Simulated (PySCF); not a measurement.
C₅H₁₂O₂S.
Bonds: C1–C2, C2–C3, C2–C4, C2–S5, S5–C6, S5–O7 (double), S5–O8 (double). Hydrogens: H9, H10, H11 on C1; H12, H13, H14 on C3; H15, H16, H17 on C4; H18, H19, H20 on C6.

Linear response at wB97X-D/def2-SVPD (PySCF, frozen core in the response, non-relativistic). Isolated species at its PBE0-D3(BJ)/def2-SVP geometry, gas phase.

Static isotropic polarisability: 87.42 au (12.95 Å³), principal values 83.4, 84.8, 94.1 au.

**Question.** What is the polarisability at 1064 nm and at the sodium D line?

**Answer.** 87.98 au at 1064 nm (+0.6 %), 89.29 au at 589.3 nm (+2.1 %). The rise at 589.3 nm is 3.33 times that at 1064 nm; a pure ω² law gives 3.26. The lowest singlet lies at 158 nm, shorter than both wavelengths.

**Question.** What is the isotropic C6 coefficient between two such molecules, C6 = (3/π)∫α(iω)² dω?

**Answer.** 3477 au (Eh·bohr⁶) by a ten-point quadrature over imaginary frequencies, which is 2080 eV·Å⁶ or 200 J·nm⁶/mol.

**Question.** Which effective excitation energy ω̄ makes London's formula C6 = (3/4)α²ω̄ exact here?

**Answer.** ω̄ = 4·C6/(3α²) = 0.607 Eh = 16.5 eV. A one-pole form α(ω) = α/(1 − ω²/ω̄²) fitted to the 1064 nm value gives 14.6 eV. London's choice of the ionisation energy (10.04 eV, ΔSCF at the same level) gives C6 = 2110 au, 39 % too low.

**Question.** How anisotropic is the static polarisability, by Δα² = ½[(α1 − α2)² + (α2 − α3)² + (α3 − α1)²]?

**Answer.** Δα = 10.1 au, or 0.12 of the isotropic value.

**Question.** How many electrons N does the Slater–Kirkwood formula C6 = (3/4)·√N·α^(3/2) need to give this C6?

**Answer.** N = (4·C6/3)²/α³ = 32.2; the species has 74 electrons in all.

**Question.** What three-body coefficient follows from the one-pole estimate C9 = (3/4)·α·C6?

**Answer.** 228000 au. This is an estimate from the two numbers above, not a computed integral.

The run took about 3 min of CPU time (one thread, shared machine). This is the whole response run at wB97X-D/def2-SVPD, SCF included.

Shape of the structure used: `[CH3:1][C:2]([CH3:3])([CH3:4])[S:5]([CH3:6])(=[O:7])=[O:8]`: C1–C2–S5–C6 180°.

The pairwise dispersion term of wB97X-D wasn't added to the energies; at a given geometry it leaves orbitals and properties as they are.
